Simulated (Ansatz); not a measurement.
Sr₄Te₄, 8 atoms. Hardware: 4 threads of Arm Neoverse V1 on a shared host.

In the def2 sets Sr, Te take a core potential; there is no spin–orbit coupling.

**Question.** How many basis functions does each of these Ansatz runs have, and roughly what does it cost? PBE0-D4/def2-SVP, charge 0 triplet at the geometry of the charge 0 singlet, energy; PBE-D4/def2-SVP, charge -1 doublet at the geometry of the charge 0 singlet, energy, from earlier orbitals; r2SCAN-D4/def2-SVP, charge 0 singlet, relaxation, 6 steps; PBE0-D4/def2-SVP, charge -1 doublet at the geometry of the charge 0 singlet, energy; PBE-D4/def2-SVP, charge 0 triplet at the geometry of the charge 0 singlet, energy, from earlier orbitals; PBE-D4/def2-SVP, charge 0 singlet, energy, from earlier orbitals; LDA (SPW92)/def2-SVP, charge -1 doublet at the geometry of the charge 0 singlet, energy, from earlier orbitals; PBE0-D4/def2-TZVP, charge 0 singlet, energy, from earlier orbitals; r2SCAN-D4/def2-SVP, charge 0 triplet at the geometry of the charge 0 singlet, energy, from earlier orbitals; LDA (SPW92)/def2-TZVPD, charge 0 singlet, energy, from earlier orbitals; LDA (SPW92)/def2-SVP, charge 1 doublet at the geometry of the charge 0 singlet, energy, from earlier orbitals; PBE0-D4/def2-SVP, charge 0 singlet, energy, from earlier orbitals.

**Answer.** Other jobs shared the machine, so times can vary by a factor of up to 3. A dash marks memory too small to be measured apart from the calling script's.

```tsv
run	functions	fitting or Cholesky vectors	wall time	peak host memory (GiB)
LDA (SPW92)/def2-SVP, charge -1 doublet at the geometry of the charge 0 singlet, energy, from earlier orbitals	196	2404	6 s	–
PBE-D4/def2-SVP, charge 0 singlet, energy, from earlier orbitals	196	2404	7 s	–
LDA (SPW92)/def2-SVP, charge 1 doublet at the geometry of the charge 0 singlet, energy, from earlier orbitals	196	2404	7 s	–
LDA (SPW92)/def2-TZVPD, charge 0 singlet, energy, from earlier orbitals	368	3048	7.5 s	1.1
PBE0-D4/def2-SVP, charge 0 singlet, energy, from earlier orbitals	196	2236	12 s	0.81
PBE-D4/def2-SVP, charge -1 doublet at the geometry of the charge 0 singlet, energy, from earlier orbitals	196	2404	15 s	–
PBE-D4/def2-SVP, charge 0 triplet at the geometry of the charge 0 singlet, energy, from earlier orbitals	196	2404	24 s	–
PBE0-D4/def2-SVP, charge -1 doublet at the geometry of the charge 0 singlet, energy	196	2236	27 s	1.4
PBE0-D4/def2-TZVP, charge 0 singlet, energy, from earlier orbitals	332	3040	29 s	2
r2SCAN-D4/def2-SVP, charge 0 singlet, relaxation, 6 steps	196	2404	65 s	–
PBE0-D4/def2-SVP, charge 0 triplet at the geometry of the charge 0 singlet, energy	196	2236	73 s	1.6
r2SCAN-D4/def2-SVP, charge 0 triplet at the geometry of the charge 0 singlet, energy, from earlier orbitals	196	2404	2.3 min	1.2
```
